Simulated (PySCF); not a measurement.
A side-by-side comparison of computed properties.

First species: C8H8N2.
InChI=1S/C8H8N2/c1-2-7-5-6-9-10(7)8-3-4-8/h1,5-6,8H,3-4H2

Second species: C6H11ClOSi.
SMILES: `CC/C(C(=O)Cl)=C(\C)[SiH3]`

Levels: PBE0/pcSseg-1 for dipole moment, HOMO energy, LUMO energy and HOMO–LUMO gap; GFN2-xTB for rotational constant A and rotational constant C. Geometries: GFN2-xTB. Each species is one conformer at its optimised geometry, gas phase, non-relativistic unless stated; the electronic structure was computed with PySCF and density fitting.

Dipoles, sizes and rotational constants follow the conformer. The torsions of the flexible species, by atom-mapped SMILES:
- `[CH:1]#[C:2][c:3]1[cH:4][cH:5][n:6][n:7]1[CH:8]1[CH2:9][CH2:10]1`: N6–N7–C8–C9 35°
- `[CH3:1][CH2:2]/[C:3]([C:4](=[O:5])[Cl:6])=[C:7](\[CH3:8])[SiH3:9]`: C1–C2–C3–C4 86°, C2–C3–C4–O5 180°

(1) Which of the two has the higher dipole moment, and by how much?

(2) Which of the two has the higher rotational constant A, and by how much?

(3) Which of the two has the higher rotational constant C, and by how much?

(4) Which of the two has the higher HOMO energy, and by how much?

(5) Which has the higher HOMO–LUMO gap?

(6) Which of the two has the higher LUMO energy, and by how much?

Results:

(1) The second: 3.40 D against 1.63 D, a difference of 1.77 D.

(2) The first: 1.969 GHz against 1.493 GHz, a difference of 0.476 GHz.

(3) The first: 0.833 GHz against 0.616 GHz, a difference of 0.217 GHz.

(4) The first: -6.84 eV against -7.96 eV, a difference of 1.12 eV.

(5) The first: 6.18 eV against 5.70 eV, a difference of 0.48 eV.

(6) The first: -0.66 eV against -2.26 eV, a difference of 1.60 eV.

On the first: In atomic units the dipole is 0.64 e·bohr (1 au = 2.5417 D).

On the second: The dipole equals about 11.4 × 10⁻³⁰ C·m (1 D = 3.33564 × 10⁻³⁰ C·m).
